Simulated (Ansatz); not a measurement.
C2H3O (SMILES C=C=[OH+]), charge +1, singlet, geometry from GFN2-xTB; Ansatz (an electronic-structure program) with SVWN5/6-311G**.

Input for Ansatz:
Ansatz 0.2 input:
```yaml
crystal:
  periodic: [false, false, false]
  atoms:
    - {symbol: C, position_ang: [-0.01166182, -0.08945283, -1.26513497]}
    - {symbol: C, position_ang: [-0.00757544, -0.00008331, -0.00740794]}
    - {symbol: H, position_ang: [0.04865840, 0.76815996, -1.92812251]}
    - {symbol: H, position_ang: [-0.05703832, -1.03326988, -1.79977604]}
    - {symbol: O, position_ang: [0.10024135, 0.07934483, 1.19620992]}
    - {symbol: H, position_ang: [-0.67812734, 0.16756814, 1.79347667]}
basis:
  gaussian:
    orbitals: 6-311G__.json
    nuclear_model: gaussian
hamiltonian:
  xc: {name: SVWN5}
total_charge: 1
```
The basis file holds 6-311G** in the JSON format of the Basis Set Exchange.

The log (banner, timings and long lists left out):

```
Functional definition: SVWN5
585 factors; their error is unknown
mean field evaluation 1: about -4113.5176 eV, gradient 8.5e1 eV
mean field evaluation 2: about -4097.5645 eV, gradient 1.2e2 eV
mean field evaluation 4: about -4126.1787 eV, gradient 1.0e1 eV
mean field evaluation 8: about -4126.4082 eV, gradient 1.1e-1 eV
mean field evaluation 16: about -4126.3821 eV, gradient 9.0e-6 eV
mean field -4126.38206021 eV, -151.6417437506 hartree, gradient 9.0e-6 eV, S^2 0.000000; 0 other end points of the search recorded, 0 dependent functions left out
reference -4126.38208077 eV, -151.6417445061 hartree; 11, 11 occupied and 61, 61 virtual orbitals, 585 factors
Total energy: -4126.38208077 eV, -151.6417445061 hartree
```
